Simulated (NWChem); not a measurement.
# Polarisability of silicon monosulfide (SSi)

```xyz
2

Si     0.0000     0.0000     1.0345
S      0.0000     0.0000    -0.9052
```
Charge 0, spin multiplicity 1.

All runs are NWChem calculations. The geometry was optimised at PBE0/def2-SVP, a minimum by its harmonic frequencies.

Basis set: Sadlej pVTZ. Static limit.

The correlated methods keep 10 core orbitals frozen. B3LYP has NWChem's definition, with VWN1-RPA local correlation. Coupled-cluster values serve here as a point of comparison, not as the truth.

**Question.** One of these methods gave an isotropic polarisability of 50.59 bohr³. Which?
A) CCSD linear response
B) B3LYP
C) HF

**Answer.** A, CCSD linear response. The others give 48.72 (HF), 50.08 (B3LYP).
